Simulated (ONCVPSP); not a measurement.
## Configuration tests for phosphorus (P) (ONCV)

ONCVPSP 4.0.1 input, shortened (lines: element, Z, core and valence counts, functional; n l f; lmax; l rc ep ncon nbas qcut; lloc lpopt rc5 dvloc0; l nproj debl; icmod fcfact rcfact), BLYP, scalar-relativistic:

```
  P 15.00    3    2  -106131      upf
    1    0    2.00
    2    0    2.00
    2    1    6.00
    3    0    2.00
    3    1    3.00
    2
    0    1.30    0.00    4    8    6.20
    1    1.45    0.00    5    8    6.80
    2    1.50    0.39    4    8    6.30
    4    3    0.85    6.00
    0    2    1.90
    1    2    1.40
    2    2    2.00
    3    5.75    1.45
```

Energies are relative to the spin-unpolarised reference configuration 3s2 3p3; without spin polarisation the order of configurations can differ from experiment.

Problem. Give the all-electron excitation energy and the error of the potential for: 3s2 3p2; 3s2 3p1; 3s2 3p0; 3s1 3p3.

Solution.

| valence configuration | charge | ΔE all-electron (eV) | error AE − PS (meV) |
| --- | --- | --- | --- |
| 3s2 3p2 | +1 | 9.576 | -1.9 |
| 3s2 3p1 | +2 | 28.588 | -8.8 |
| 3s2 3p0 | +3 | 58.258 | -23 |
| 3s1 3p3 | +1 | 18.708 | -2.9 |

Levels in the configuration 3s2 3p0:

```json
{"level": "3s", "all-electron (eV)": "-45.585", "pseudo (eV)": "-45.604"}
```

Note: ghosts flagged at negative energy: s at -143.2 eV, p at -74.1 eV; no localised positive-energy state flagged. A true bound ghost makes a file unfit for plane-wave use.
